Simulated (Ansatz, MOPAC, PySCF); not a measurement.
Torsion H3–O1–Pb2–H4 in H2OPb (SMILES [OH][PbH]); at each angle all else is relaxed with GFN2-xTB, and the levels are single points there.
Geometry at 0° (charge 0, multiplicity 1):
```xyz
4

O     -1.15619     0.24234     0.15104
Pb     0.82959     0.98848    -0.07473
H     -1.40647    -0.62267    -0.15902
H      1.54899    -0.49880    -0.92825
```

On the grid 0° to 330°, 300° is the highest and 0° the lowest point at CCSD(T)/CBS(def2-TZVPP, def2-QZVPP).

Frozen-core correlation. Filled d and f shells under p-block atoms count as core. CBS(a, b) extrapolates the correlation energy as X⁻³ and adds the Hartree–Fock energy of set b. Rows in LANL2DZ carry no dispersion term and start afresh at each structure. LANL2DZ brings its own core potentials from Na on. The state that AM1, PM3, PM6, PM7 reach isn't checked; PM7 holds dispersion and hydrogen-bond terms.

The values were computed with Ansatz (a first-principles code) with Gaussian orbitals; MOPAC for AM1, PM3, PM6, PM7 (differences of heats of formation); PySCF for LANL2DZ rows, the dispersion terms.  In def2 rows elements past Kr take small-core potentials, without spin–orbit coupling.

Other levels give for the energy at 300° less that at 0°: PBE/def2-TZVPP 6.83; B3LYP/def2-TZVPP 6.00; B3LYP-D3(BJ)/def2-TZVPP 6.04; wB97M-V/def2-TZVPP 5.53; CCSD(T)/CBS(def2-TZVPP, def2-QZVPP) 5.60 kcal/mol.

Task: What do these common cheap choices give for the same quantity: AM1, PM3, PM6, PM7, B3LYP/LANL2DZ?

Result: AM1 0.28; PM3 3.26; PM6 -3.32; PM7 5.50; B3LYP/LANL2DZ 2.54 kcal/mol. They span -3.32 to 5.50 kcal/mol.
